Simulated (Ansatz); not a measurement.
Computed with Ansatz on PBE0-D4/def2-TZVP structures; ΔE is electronic, products minus reactants. CBS: MP2 limit from def2 TZ/QZ plus the TZ coupled-cluster correction, frozen cores. This one scheme is used for every species, atoms too. Functionals use def2-TZVPP. No spin–orbit coupling; open shells (•) take unrestricted orbitals. Spin–orbit coupling would lower the free atoms: a little for B, C, Cl, Si. One conformer a species, not always the lowest.

Consider the atomization: `BC[SiH2]Cl` → B• + C• + Cl• + 6 H• + Si•.

Problem. What is ΔE at CCSD(T)/CBS? (Estimate.)

Solution. Ansatz gave: +3423.2 kJ/mol.

Problem. What do these levels give: revPBE-D4, PBE0-D4, r2SCANh-D4, ωB97X-V, PBE-QIDH, BLYP, PBE0, LC-ωPBE, CCSD/def2-SVP, MP2/def2-QZVPP, SCS-MP2/def2-QZVPP, HF/CBS(def2)? (Estimate.)

Solution. Computed: revPBE-D4 3382.5, PBE0-D4 3429.4, r2SCANh-D4 3437.3, ωB97X-V 3445.5, PBE-QIDH 3421.5, BLYP 3346.6, PBE0 3412.3, LC-ωPBE 3408.5, CCSD/def2-SVP 3214.7, MP2/def2-QZVPP 3423.5, SCS-MP2/def2-QZVPP 3427.4, HF/CBS(def2) 2683.6 kJ/mol.

Largest T1 diagnostic among the species: 0.014.

At CCSD(T), def2-SVP lies −184.5 kJ/mol from the extrapolated value and def2-TZVPP −78.2 kJ/mol: correlation converges slowly with the basis, and small sets miss more of it in the bonded molecule than in its fragments. The D4 term adds +32.7 kJ/mol with B3LYP and +17.1 kJ/mol with PBE0; it sums over pairs of atoms, weighted by their polarisabilities, and B3LYP, whose exchange is more repulsive, gets the larger term.

B3LYP here is the variant with VWN-RPA as its local correlation; programs differ in this.

For atomizations the MP2-based limit and the directly extrapolated one differ by several kJ/mol either way, and by 10 to 25 for some Ge, Se and Sn compounds, so smaller differences from it don't rank the levels.
